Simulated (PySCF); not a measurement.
**Two-component Hartree-Fock for C (carbon, neutral)**

Start: [He] 2s1 2p3; 2s1/2 filled at m_j = +1/2; 2p3/2 filled at m_j = -1/2, +1/2, +3/2. Calculated with PySCF 2.14 in x2c-TZVPall-2c with one added diffuse shell each of s, p, d type (6s4p3d1f, 40 functions): generalised Hartree-Fock with the X2C-1e Hamiltonian and a Gaussian nucleus; one run each with spin-orbit coupling (SO) switched off, then screened by Boettger's factors. This is a chosen level, not necessarily the ground level.

| spinor shell | electrons | ε, spin-free (eV) | ε, screened SO (eV) | weight of nominal j (screened SO) | rms radius, screened SO (bohr) |
| --- | --- | --- | --- | --- | --- |
| 1s1/2 | 2 | -307.20 | -307.20 | 1.000 | 0.312 |
| 2s1/2 | 1 | -25.624 | -25.624 | 1.000 | 1.67 |
| 2p3/2 | 3 | -13.032 | -13.032 | 0.666 | 1.88 |

```json
{"quantity": "E (hartree)", "spin-free": "-37.61255", "screened SO": "-37.61255"}
{"quantity": "M_J", "spin-free": "2", "screened SO": "2"}
{"quantity": "⟨J²⟩", "spin-free": "6.000", "screened SO": "6.000"}
{"quantity": "⟨L²⟩", "spin-free": "0.000", "screened SO": "0.000"}
{"quantity": "⟨S²⟩", "spin-free": "6.000", "screened SO": "6.000"}
```

Each row is a mean over spinors that exchange with the open shell spreads, by up to 3.267 eV (1s1/2).

Rows whose weight is well below 1 are mixtures of j = l ± 1/2: exchange outweighs spin-orbit coupling there, and the label is only the starting occupation.

Without spin-orbit coupling the j labels of p, d and f shells carry no meaning; the spin-free column gives the mean over the occupied spinors of each nl shell.
